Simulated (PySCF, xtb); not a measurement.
H3S, SMILES [SH3+], charge +1.

GFN2-xTB run with xtb 6.7.1 at its own geometry gives an orbital gap of 7.77 eV.

Coordinates come from a B3LYP-D3(BJ)/def2-TZVPD optimisation. The isomer is the one that the SMILES or the coordinates give; other isomers of the formula were not compared.

**Question.** What does B3LYP/def2-TZVPD (PySCF) give? (The exact figures need the calculation; the answer reports its results.)

**Answer.** gap 10.51 eV (levels -17.94 and -7.44 eV).
